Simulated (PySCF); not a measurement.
# `CC(C)[Si@H]1CCC[SiH2]1`: 4 charge schemes on one density

Species: C₆H₁₆Si₂.
Cartesian coordinates in Å at the GFN2-xTB level; atoms count from 1:
```
atom  x, y, z in Å
C1     2.3898   -1.3879    0.2506
C2     1.7126   -0.0210    0.2423
C3     2.6721    1.0385   -0.2864
Si4    0.0989   -0.0408   -0.7876
C5    -1.1856   -1.2597   -0.0539
C6    -2.5819   -0.7177   -0.3572
C7    -2.7365    0.7303    0.1109
Si8   -1.3146    1.7849   -0.6163
H9     1.7215   -2.1483    0.6482
H10    2.6742   -1.6775   -0.7589
H11    3.2905   -1.3696    0.8639
H12    1.4700    0.2376    1.2792
H13    2.9399    0.8259   -1.3192
H14    2.2182    2.0267   -0.2507
H15    3.5889    1.0605    0.3024
H16    0.4522   -0.4931   -2.1504
H17   -1.0619   -1.3355    1.0287
H18   -1.0908   -2.2700   -0.4517
H19   -2.7550   -0.7674   -1.4361
H20   -3.3403   -1.3452    0.1222
H21   -3.7225    1.1020   -0.1676
H22   -2.6942    0.7529    1.2019
H23   -1.7571    2.4040   -1.8723
H24   -1.0001    2.8902    0.2992
```

Density: PBE0/pcSseg-1 (PySCF); schemes: Mulliken, IAO, Hirshfeld and ESP-fitted. One conformer (not necessarily the lowest) at the GFN2-xTB geometry, without solvent, vibrations or thermal averaging.

**Question.** Atoms with like bonding are taken together and averaged. Do the Mulliken, IAO, Hirshfeld and ESP-fitted schemes agree on where the charge is lowest?

**Answer.** The schemes don't all agree: Mulliken C2 (-0.607); IAO C5 (-0.525); Hirshfeld C5 (-0.160); ESP-fitted C3 (-0.574).

**Question.** Which atoms carry the highest charge in the Mulliken, IAO, Hirshfeld and ESP-fitted schemes?

**Answer.** The schemes don't all agree: Mulliken Si4 (+0.484); IAO Si4 (+0.580); Hirshfeld Si4 (+0.270); ESP-fitted C2 (+0.373).

**Question.** Give the atomic charges in each scheme.

**Answer.** In e; atoms taken as equivalent share a row and are averaged (×n: the atom named and its like, n in all):

```csv
atom,environment,Mulliken,IAO,Hirshfeld,ESP-fitted
C1,methyl carbon,-0.228,-0.410,-0.118,-0.437
C2,sp3 carbon bound to silicon,-0.607,-0.342,-0.103,+0.373
C3,methyl carbon,-0.230,-0.411,-0.121,-0.574
Si4,SiH silicon,+0.484,+0.580,+0.270,+0.078
C5,sp3 carbon bound to silicon,-0.508,-0.525,-0.160,-0.114
C6,ring CH2 carbon,-0.247,-0.238,-0.070,+0.010
C7,sp3 carbon bound to silicon,-0.503,-0.523,-0.159,-0.188
Si8,SiH2 silicon,+0.350,+0.415,+0.232,+0.198
H9/H10/H11,methyl hydrogen,+0.115,+0.136,+0.038,+0.100
H12,methine hydrogen,+0.139,+0.133,+0.033,-0.029
H13/H14/H15,methyl hydrogen,+0.115,+0.135,+0.037,+0.135
H16,Si–H hydrogen,-0.034,-0.113,-0.083,-0.079
H17,methylene hydrogen,+0.134,+0.136,+0.035,+0.040
H18,methylene hydrogen,+0.143,+0.147,+0.037,+0.036
H19,methylene hydrogen,+0.127,+0.125,+0.035,+0.031
H20,methylene hydrogen,+0.124,+0.135,+0.036,+0.001
H21,methylene hydrogen,+0.144,+0.147,+0.037,+0.056
H22,methylene hydrogen,+0.138,+0.140,+0.035,+0.059
H23,Si–H hydrogen,-0.055,-0.106,-0.083,-0.080
H24,Si–H hydrogen,-0.057,-0.103,-0.079,-0.090
```

Mean size of the charges over all atoms: IAO 0.231 e, Mulliken 0.206 e, ESP-fitted 0.132 e, Hirshfeld 0.081 e. Each set sums to the total charge, 0, to within 0.001 e. The Mulliken scheme gives each basis function's population to the atom it is centred on and halves the overlap population of two atoms between them.

Some averages cover members that differ in this geometry: H9/H10/H11, ESP-fitted +0.078 to +0.114 e.

**Question.** How many electrons does the IAO scheme count on C7?

**Answer.** Z − q = 6 − (-0.523) = 6.523.

**Question.** Sum the charges by element.

**Answer.** 
```tsv
element	atoms	Mulliken	IAO	Hirshfeld	ESP-fitted
C	6	-2.323	-2.449	-0.731	-0.928
Si	2	+0.833	+0.996	+0.501	+0.276
H	16	+1.490	+1.454	+0.229	+0.652
```

**Question.** How closely do the schemes follow one another over all atoms?

**Answer.** Correlation coefficient and root-mean-square difference: IAO with Hirshfeld 0.96, 0.181 e; Mulliken with IAO 0.95, 0.083 e; Mulliken with Hirshfeld 0.89, 0.173 e; IAO with ESP-fitted 0.57, 0.231 e; Hirshfeld with ESP-fitted 0.53, 0.162 e; Mulliken with ESP-fitted 0.32, 0.268 e.
